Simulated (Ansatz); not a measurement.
Reaction (ligand exchange at the Si–C bond): `F[SiH2]C(F)Cl` + `OC[SeH]` → `F[SiH2]OC[SeH]` + `FCCl`

Computed with Ansatz on PBE0-D4/def2-TZVP structures; ΔE is electronic, products minus reactants. CCSD(T)/CBS is the MP2 limit (def2-TZVPP, def2-QZVPP) plus CCSD(T) − MP2 in def2-TZVPP, frozen cores. This one scheme is used for every species. Functionals use def2-TZVPP. For Se outer-core shells are correlated without core-valence functions, which leaves a few kJ/mol of doubt a bond. Scalar relativity is left out up to krypton. One conformer a species, not always the lowest.

`F[SiH2]C(F)Cl`:

```xyz
8

F     1.286   -1.118    1.186
Si    0.091   -0.089    0.950
C    -0.035    0.230   -0.919
F    -1.009    1.171   -1.141
Cl   -0.464   -1.280   -1.748
H     0.423    1.180    1.638
H    -1.179   -0.676    1.421
H     0.888    0.583   -1.386
```

`OC[SeH]`:

Z-matrix (Å, degrees):
```
C
Se 1 1.972
O 1 1.389 2 115.1
H 1 1.089 2 105.2 3 -117.8
H 1 1.093 2 106.5 3 126.5
H 2 1.469 1 94.9 3 -93.9
H 3 0.961 1 109.0 2 57.7
```

`F[SiH2]OC[SeH]`:

```xyz
10

F    -0.801   -2.185   -0.048
Si   -1.348   -0.703   -0.278
O    -0.142    0.247   -0.840
C     1.152    0.375   -0.344
Se    1.301    0.568    1.604
H    -1.904   -0.234    1.007
H    -2.350   -0.726   -1.362
H     1.613    1.247   -0.805
H     1.752   -0.511   -0.566
H     0.728    1.921    1.632
```

`FCCl`:

```xyz
5

F    -0.876   -0.996   -0.291
C     0.001    0.024   -0.133
Cl    0.416    0.224    1.572
H    -0.460    0.951   -0.474
H     0.919   -0.204   -0.674
```

Task: Is it downhill or uphill in electronic energy at CCSD(T)/CBS, and by how much? (Estimate.)

Result: Computed: Downhill: ΔE = -31.7 kcal/mol.

Task: What do these levels give: revPBE-D4, BLYP-D4, r2SCAN-D4, PBE0-D4, CAM-B3LYP-D4, B2PLYP, PBE, r2SCAN, MP2/def2-SVP, CCSD(T)/def2-SVP, HF/def2-QZVPP, SCS-MP2/def2-QZVPP? (Best estimate.)

Result: The calculation gave: revPBE-D4 -28.0, BLYP-D4 -30.2, r2SCAN-D4 -30.8, PBE0-D4 -29.9, CAM-B3LYP-D4 -32.4, B2PLYP -31.9, PBE -27.6, r2SCAN -30.7, MP2/def2-SVP -31.7, CCSD(T)/def2-SVP -30.7, HF/def2-QZVPP -35.6, SCS-MP2/def2-QZVPP -33.0 kcal/mol.

Largest T1 diagnostic among the species: 0.011.

From r2SCAN to r2SCAN0 (25 % exact exchange), in def2-TZVPP and without D4, ΔE moves by −1.0 kcal/mol. In def2-TZVPP, CCSD(T) changes the Hartree–Fock value by +3.3 kcal/mol (the triples alone add +0.5 kcal/mol) and MP2 by +2.4 kcal/mol.
